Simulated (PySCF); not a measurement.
**Spin states of AsF⁺**

Unrestricted PBE0; PySCF, no relativity, basis sets As def2-TZVPPD, F def2-TZVPPD. Outer shells of the fragments: As+ 3d10 4s2 4p2; F 2s2 2p5.

Followed along the bond (rough minima from three points):

| 2Ms+1 | unpaired | ⟨S²⟩ at the start | R at minimum (Å) | Te (eV) |
| --- | --- | --- | --- | --- |
| 2 | π ↑ | 0.75 | 1.66 | 0.00 |
| 4 | σ ↑, π ↑↑ | 3.76 | 1.80 | 4.52 |

Solutions found at the starting distance of 1.890 Å, counted from the lowest of them; the search is not exhaustive and high or unbound solutions are not listed, so other states can lie among these:

| 2Ms+1 | unpaired | term | E (eV) | ⟨S²⟩ | ⟨Lz²⟩ | μ (D) |
| --- | --- | --- | --- | --- | --- | --- |
| 2 | π ↑ | ²Π | 0.00 | 0.75 | 1.01 | -3.29 |
| 2 | σ ↑ | ²Σ⁺ | 3.19 | 0.76 | 0.00 | -2.98 |
| 4 | σ ↑, π ↑↑ | ⁴Σ⁻ | 3.87 | 3.76 | 0.00 | -1.52 |
| 4 | π ↑↑↑ | ⁴Π | 4.00 | 3.76 | 1.00 | 0.78 |
| 2 | π ↑↑↓ | mixed | 4.39 | 1.76 | 3.03 | 0.78 |
| 2 | σ ↓, π ↑↑ | mixed | 4.50 | 1.77 | 0.00 | -0.76 |
| 4 | σ ↑↑, π ↑ | ⁴Π | 6.24 | 3.75 | 1.00 | -0.93 |
| 4 | σ ↑, π ↑↑ | mixed | 6.24 | 3.75 | 2.01 | 0.92 |
| 4 | σ ↑, π ↑↑ | mixed | 6.40 | 3.75 | 2.01 | 0.91 |

A term symbol is given only where ⟨S²⟩ and ⟨Lz²⟩ are close to those of a pure state; real π, δ and φ orbitals otherwise mix terms. A positive dipole points towards F; it is taken about the centre of mass and depends on that origin.

Task: Compare the gap between the two lowest followed solutions at the starting distance with the gap between their minima.

Result: At PBE0 the second solution (quartet, unpaired electrons σ ↑, π ↑↑) lies +3.87 eV from the first (doublet, unpaired electrons π ↑) at 1.890 Å and +4.52 eV at the minima; the two curves relax by different amounts, since their minima lie near 1.80 and 1.66 Å.

Spin–orbit coupling is left out. Counting both spins, an empty level lies below a filled one in some of these solutions, because spin and occupation are held.
